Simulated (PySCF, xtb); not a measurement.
TeCl3, SMILES Cl[Te](Cl)Cl, multiplicity 2.

Geometry: B3LYP-D3(BJ)/def2-SVP. The multiplicity is an assumed one; other spin states were not compared. The isomer is the one that the SMILES or the coordinates give; other isomers of the formula were not compared. The def2 effective core potentials stand for the cores of Te; spin–orbit coupling is left out.

Computed with IEF-PCM-B3LYP/def2-SVP in PySCF.

The values are the electrostatic part of the solvation free energy, E(continuum) − E(gas) at the gas-phase geometry, in a cavity of scaled van der Waals radii (PySCF's table); cavitation and dispersion terms are not included. The dipole moment in vacuum is 1.33 D.

Computed values in water (ε = 78.36), ethylethanoate (ε = 5.99), chloroform (ε = 4.71):
```json
[
 {"solvent": "water", "ε": "78.36", "ΔG(elec) (kcal/mol)": "-4.7", "dipole (D)": "1.85"},
 {"solvent": "ethylethanoate", "ε": "5.99", "ΔG(elec) (kcal/mol)": "-3.5", "dipole (D)": "1.70"},
 {"solvent": "chloroform", "ε": "4.71", "ΔG(elec) (kcal/mol)": "-3.2", "dipole (D)": "1.67"}
]
```

For comparison, GFN2-xTB/ALPB(water) (xtb, at the GFN2-xTB geometry, all terms of that model) gives -1.1 kcal/mol.
